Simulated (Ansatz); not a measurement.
The cluster B₈H₁₃⁻: single points at one geometry.

```yaml
crystal:
  periodic: [false, false, false]
  atoms:
    - {symbol: B, position_ang: [0.942022, 0.159651, -0.886206]}
    - {symbol: B, position_ang: [2.353685, -0.028000, 0.183772]}
    - {symbol: B, position_ang: [1.783425, -1.400532, -0.584915]}
    - {symbol: B, position_ang: [0.055725, -1.331831, -0.653112]}
    - {symbol: B, position_ang: [-0.507335, 0.096489, 0.134407]}
    - {symbol: B, position_ang: [-1.751429, 1.373936, -0.028411]}
    - {symbol: B, position_ang: [0.952538, 0.903374, 0.715182]}
    - {symbol: B, position_ang: [-2.219236, -0.302562, 0.394778]}
    - {symbol: H, position_ang: [-2.912396, 0.855671, 0.296664]}
    - {symbol: H, position_ang: [3.407549, 0.556130, 0.122632]}
    - {symbol: H, position_ang: [1.000867, 0.795966, -1.905210]}
    - {symbol: H, position_ang: [2.348142, -2.202328, -1.289233]}
    - {symbol: H, position_ang: [-2.396158, -0.619420, 1.554929]}
    - {symbol: H, position_ang: [1.014646, 2.017675, 1.155718]}
    - {symbol: H, position_ang: [-0.593947, -2.071027, -1.340914]}
    - {symbol: H, position_ang: [-1.873716, 1.729650, -1.181016]}
    - {symbol: H, position_ang: [1.857505, 0.047920, 1.380700]}
    - {symbol: H, position_ang: [-2.741386, -0.995104, -0.446343]}
    - {symbol: H, position_ang: [0.864054, -1.976870, 0.210505]}
    - {symbol: H, position_ang: [0.023371, 0.157107, 1.352586]}
    - {symbol: H, position_ang: [-1.607906, 2.234125, 0.813496]}
basis:
  gaussian: {orbitals: def2-TZVPD, initial_orbitals: start.molden}
total_charge: -1
hamiltonian: {xc: r2scan, dispersion: d4}
scf: {omitted_lower_state_checks: [starts]}
output: {orbitals: {seedname: orbitals}}
```

The file start.molden holds the orbitals of an earlier run on this structure, at another level or in another basis.

```sh
$ ansatz run in.yaml --threads 4 --pin off --events-out ev --progress --plain --max-ram 4787MiB
```

It prints (some lines left out):

```
Functional definition: r2SCAN
1983 factors; their error is unknown
mean field evaluation 1: about -5622.4644 eV, gradient 5.8e0 eV
mean field evaluation 2: about -5622.5249 eV, gradient 5.8e-2 eV
mean field evaluation 4: about -5622.4936 eV, gradient 4.0e-4 eV
mean field -5622.49356192 eV, -206.6228273376 hartree, gradient 2.0e-5 eV, S^2 0.000000; 0 other end points of the search recorded, 0 dependent functions left out
reference -5622.49359326 eV, -206.6228284894 hartree; 27, 27 occupied and 386, 386 virtual orbitals, 1983 factors
Total energy: -5622.65559701 eV, -206.6287820174 hartree
Checks for a lower state left out: starts
```

Hardware: 4 threads of Arm Neoverse V1 on a shared host. Wall time 17 s, peak host memory 0.71 GiB.

The first input with `hamiltonian: {xc: pbe0, dispersion: d4}` (abridged; 21 s):

```
Functional definition: PBE0
mean field -5618.34039235 eV, -206.4702011711 hartree, gradient 1.3e-5 eV, S^2 0.000000
Total energy: -5618.87594311 eV, -206.4898822986 hartree
Checks for a lower state left out: starts
```

The first input with `hamiltonian: {xc: {name: wB97X-V}}` (abridged; 37 s):

```
Functional definition: wB97X-V
mean field -5625.09562421 eV, -206.7184513631 hartree, gradient 1.9e-5 eV, S^2 0.000000
Total energy: -5625.09562006 eV, -206.7184512106 hartree
Checks for a lower state left out: starts
```

The first input with `hamiltonian: {xc: {name: LC-wPBE}}` (abridged; 15 s):

```
Functional definition: LC-wPBE
mean field -5622.02181529 eV, -206.6054909685 hartree, gradient 9.3e-6 eV, S^2 0.000000
Total energy: -5622.02181530 eV, -206.6054909690 hartree
Checks for a lower state left out: starts
```

The first input with `hamiltonian: {xc: pbe, dispersion: d4}`, `output: {forces: true, orbitals: {seedname: orbitals}}` (abridged; 12 s):

```
Functional definition: PBE
mean field -5616.50340683 eV, -206.4026931982 hartree, gradient 1.8e-5 eV, S^2 0.000000
Total energy: -5617.13329464 eV, -206.4258411483 hartree
Atom 0 force    -0.013331    -0.020042     0.008436 eV/Å
Atom 1 force    -0.050491    -0.025417    -0.054740 eV/Å
Atom 2 force    -0.025096     0.081440    -0.000801 eV/Å
Atom 3 force     0.037477     0.065115    -0.013564 eV/Å
Atom 4 force    -0.003072    -0.009844    -0.029036 eV/Å
Atom 5 force     0.031907    -0.060497     0.005872 eV/Å
Atom 6 force    -0.005544     0.003262    -0.078226 eV/Å
Atom 7 force     0.058519     0.046574    -0.013466 eV/Å
Atom 8 force     0.008912    -0.005203     0.000902 eV/Å
Atom 9 force    -0.080105    -0.048888     0.007700 eV/Å
Atom 10 force    -0.007453    -0.048121     0.083337 eV/Å
Atom 11 force    -0.037296     0.058965     0.053335 eV/Å
Atom 12 force     0.008515     0.020163    -0.070636 eV/Å
Atom 13 force    -0.012640    -0.074692    -0.026734 eV/Å
Atom 14 force     0.039416     0.054223     0.051992 eV/Å
Atom 15 force     0.008419    -0.016694     0.072728 eV/Å
Atom 16 force     0.019208     0.007906     0.008299 eV/Å
Atom 17 force     0.044866     0.032339     0.054110 eV/Å
Atom 18 force     0.001668    -0.009437    -0.020866 eV/Å
Atom 19 force    -0.019498    -0.004851     0.014251 eV/Å
Atom 20 force    -0.004380    -0.046302    -0.052892 eV/Å
Dipole moment:     0.081524    -0.050732     0.282771 e Å
Checks for a lower state left out: starts
```

As the first input, with `gaussian: {orbitals: def2-SVPD, initial_orbitals: start.molden}`, `correlation: {method: mp2}` and without the key `hamiltonian` (abridged; 9 s):

```
Functional definition: HF
mean field -5574.22870096 eV, -204.8491264123 hartree, gradient 2.9e-6 eV, S^2 0.000000
8 core orbitals not correlated: weight in the atoms' cores, before any rotation towards them, 1.000 or more for the frozen orbitals, at most 0.000 for the correlated occupied ones
second order -23.84039093 eV of doubles, -0.00000000 eV of singles
Total energy: -5598.06909189 eV, -205.7252446193 hartree
Checks for a lower state left out: starts
```

The first input with `hamiltonian: {xc: {name: CAM-B3LYP}, dispersion: d4}` (abridged; 22 s):

```
Functional definition: CAM-B3LYP
mean field -5621.28583953 eV, -206.5784443582 hartree, gradient 1.5e-5 eV, S^2 0.000000
Total energy: -5621.83022661 eV, -206.5984502144 hartree
Checks for a lower state left out: starts
```

Geometry: r2SCAN-D4/def2-SVPD.

LC-ωPBE has ω = 0.4 bohr⁻¹. Correlated methods freeze 8 core orbitals. Another isomer (singlet) lies 0.17 eV lower at PBE0-D4/def2-TZVPD; other spin states weren't run for this one.
